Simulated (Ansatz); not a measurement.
`NC#[C][GeH3]` + `N[SiH3]` → `[SiH3][NH][GeH3]` + `C#CN` at 600 K and 1 bar (ligand exchange at a Ge–C bond).

Gas-phase electronic energies from Ansatz, PBE0-D4/def2-TZVP geometries. CCSD(T)/CBS is the MP2 limit (def2-TZVPP, def2-QZVPP) plus CCSD(T) − MP2 in def2-TZVPP, frozen cores. This one scheme is used for every species. For Ge outer-core shells are correlated without core-valence functions, which leaves a few kJ/mol of doubt a bond. Scalar relativity is left out up to krypton. One conformer a species, not always the lowest.

```json
{"species": "`NC#[C][GeH3]`", "CCSD(T)/CBS energy (Eh)": "-2209.84954", "H − E (kJ/mol)": "211.3", "S (J/(mol·K))": "425.1"}
{"species": "`N[SiH3]`", "CCSD(T)/CBS energy (Eh)": "-346.80422", "H − E (kJ/mol)": "170.6", "S (J/(mol·K))": "320.8"}
{"species": "`[SiH3][NH][GeH3]`", "CCSD(T)/CBS energy (Eh)": "-2424.11992", "H − E (kJ/mol)": "226.9", "S (J/(mol·K))": "430.3"}
{"species": "`C#CN`", "CCSD(T)/CBS energy (Eh)": "-132.52893", "H − E (kJ/mol)": "151.8", "S (J/(mol·K))": "303.8"}
```

H − E and S are ideal-gas, rigid-rotor, harmonic terms from PBE0-D4/def2-TZVP, for one conformer and one mirror image of each species. 1 Eh = 2625.50 kJ/mol, R = 8.31446 J/(mol·K).

Task: By hand: ΔE, ΔH, ΔS and ΔG.

Result: ΔE = (-2424.11992) + (-132.52893) − (-2209.84954) − (-346.80422) = 0.00491 Eh = 12.9 kJ/mol. Δ(H − E) = 226.9 + 151.8 − 211.3 − 170.6 = -3.2, so ΔH = 9.7 kJ/mol. ΔS = 430.3 + 303.8 − 425.1 − 320.8 = -11.8 J/(mol·K). ΔG = 9.7 − 600 × (-11.8)/1000 = 16.8 kJ/mol.

Task: By hand: the equilibrium constant, and the temperature at which ΔG would vanish if ΔH and ΔS stayed fixed.

Result: log₁₀ K = −ΔG/(RT ln 10) = -1.5. ΔH and −TΔS have one sign here, so there is no such temperature.

TΔS isn't small against ΔH here. A doubt of 5 kJ/mol in ΔE shifts log₁₀ K by 0.4 here. Other conformers and mirror images would add mixing entropy, several J/(mol·K) or more a flexible species. Modes under 60 cm⁻¹, often nearly free rotors, make the harmonic entropy too high. These are equilibria of isolated gas molecules and say nothing of rates. Largest T1 diagnostic: 0.012 (customary marks: 0.02 for closed shells, 0.045 for open ones).

ΔS is within the doubt of such terms, so its sign, and with it that verdict, could turn.
